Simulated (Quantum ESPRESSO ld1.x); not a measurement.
Values are calculated unless marked as measured or tabulated.
Rh41+, configuration [He] 2s2. Code: ld1.x of Quantum ESPRESSO 7.5. Model: scalar-relativistic Kohn-Sham, LDA (Slater exchange, VWN5 correlation), spin-polarised, spherical densities, point nucleus.

Normalised radial functions P(r) = r R(r), r in bohr:

r,1s,2s
0.002625,1.5871,0.5615
0.003181,1.8558,0.6554
0.003854,2.1585,0.7604
0.00467,2.4946,0.8759
0.005613,2.8451,0.9945
0.006801,3.2337,1.1229
0.008241,3.6343,1.2502
0.009985,4.0292,1.3672
0.0121,4.3940,1.4608
0.01454,4.6864,1.5125
0.01762,4.8957,1.5057
0.02135,4.9686,1.4119
0.02587,4.8689,1.2047
0.03135,4.5734,0.8614
0.03768,4.1053,0.3938
0.04565,3.4530,-0.2301
0.05532,2.6961,-0.9536
0.06703,1.9240,-1.6993
0.08121,1.2314,-2.3548
0.09841,0.6909,-2.7922
0.1183,0.3420,-2.9082
0.1433,0.1360,-2.6763
0.1737,0.0429,-2.1463
0.2104,0.0102,-1.4736
0.255,0.0017,-0.8448
0.3065,0.0002,-0.4061
0.3713,0.0000,-0.1477
0.4499,0.0000,-0.0397

1s: eigenvalue -26709 eV, 0 radial nodes, <r> = 0.0325 bohr, 90 % of the charge inside 0.0582 bohr. 2s: eigenvalue -6370.9 eV, 1 radial node at r = 0.0427 bohr, <r> = 0.133 bohr, 90 % of the charge inside 0.204 bohr.
